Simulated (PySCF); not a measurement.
Molfile (atoms numbered from 1):
```
C3H9BO2
     RDKit          3D

 15 14  0  0  0  0  0  0  0  0999 V2000
   -0.5011    1.0744   -1.1628 C   0  0  0  0  0  0  0  0  0  0  0  0
   -0.6680    0.1941    0.0789 C   0  0  0  0  0  0  0  0  0  0  0  0
   -1.7605   -0.8558   -0.1315 C   0  0  0  0  0  0  0  0  0  0  0  0
    0.7083   -0.4894    0.4454 B   0  0  0  0  0  0  0  0  0  0  0  0
    1.2179   -1.4048   -0.4332 O   0  0  0  0  0  0  0  0  0  0  0  0
    1.3364   -0.1390    1.6078 O   0  0  0  0  0  0  0  0  0  0  0  0
   -1.4495    1.5667   -1.4360 H   0  0  0  0  0  0  0  0  0  0  0  0
   -0.1771    0.4756   -2.0292 H   0  0  0  0  0  0  0  0  0  0  0  0
    0.2486    1.8667   -1.0074 H   0  0  0  0  0  0  0  0  0  0  0  0
   -0.9544    0.8376    0.9281 H   0  0  0  0  0  0  0  0  0  0  0  0
   -1.4977   -1.5374   -0.9561 H   0  0  0  0  0  0  0  0  0  0  0  0
   -2.7254   -0.3844   -0.3826 H   0  0  0  0  0  0  0  0  0  0  0  0
   -1.9184   -1.4713    0.7685 H   0  0  0  0  0  0  0  0  0  0  0  0
    2.0613   -1.7936   -0.1840 H   0  0  0  0  0  0  0  0  0  0  0  0
    2.1752   -0.5815    1.7700 H   0  0  0  0  0  0  0  0  0  0  0  0
  1  2  1  0
  2  3  1  0
  2  4  1  0
  4  5  1  0
  4  6  1  0
  1  7  1  0
  1  8  1  0
  1  9  1  0
  2 10  1  0
  3 11  1  0
  3 12  1  0
  3 13  1  0
  5 14  1  0
  6 15  1  0
M  END
```

Geometry: PBE0-D3(BJ)/def2-SVP; GIAO shifts from PySCF, gas phase, non-relativistic, averaged over equivalent atoms.

At PBE0/6-31G* (102 basis functions, 9.4 s wall time on 1 thread of an Arm Neoverse V1, shared host):
```json
{"atoms": "C1/C3", "δ (ppm)": "19.7"}
{"atoms": "C2", "δ (ppm)": "14.1"}
{"atoms": "B4", "δ (ppm)": "27.3"}
{"atoms": "O5/O6", "δ (ppm)": "96.2"}
{"atoms": "H14/H15", "δ (ppm)": "2.38"}
{"atoms": "H10", "δ (ppm)": "1.08"}
{"atoms": "H7/H8/H9/H11/H12/H13", "δ (ppm)": "1.05"}
```

Chemical shifts δ = σref − σ; $^{13}$C (194.14 ppm), $^{1}$H (31.96 ppm) against TMS; $^{11}$B (112.25 ppm) against BF3·OEt2; $^{17}$O (324.18 ppm) against H2O, all at this level.

Task: Estimate the result of repeating the calculation with KT3/pcSseg-1.

Result: 
| atoms | δ at KT3/pcSseg-1 | change |
| --- | --- | --- |
| C1/C3 | 21.5 | +1.8 |
| C2 | 17.8 | +3.7 |
| B4 | 27.4 | +0.1 |
| O5/O6 | 118.1 | +21.9 |
| H14/H15 | 2.49 | +0.11 |
| H10 | 0.93 | -0.15 |
| H7/H8/H9/H11/H12/H13 | 1.00 | -0.05 |

Shifts are taken against calculated references (same method and geometry level): $^{13}$C (σ = 182.31 ppm), $^{1}$H (σ = 31.32 ppm) against TMS; $^{11}$B (σ = 100.51 ppm) against BF3·OEt2; $^{17}$O (σ = 329.03 ppm) against H2O.

The largest change is at O5/O6 (oxygen bonded to B, H). Cost: 147 basis functions, 22 s wall time on 1 thread of an Arm Neoverse V1, shared host.

A carbon bonded to boron is broadened by the quadrupolar boron nucleus and is often missing from a measured spectrum. Experimental scales use liquid or dissolved standards, which lie at an offset from isolated H2O (liquid H2O: subtract about 36 ppm).
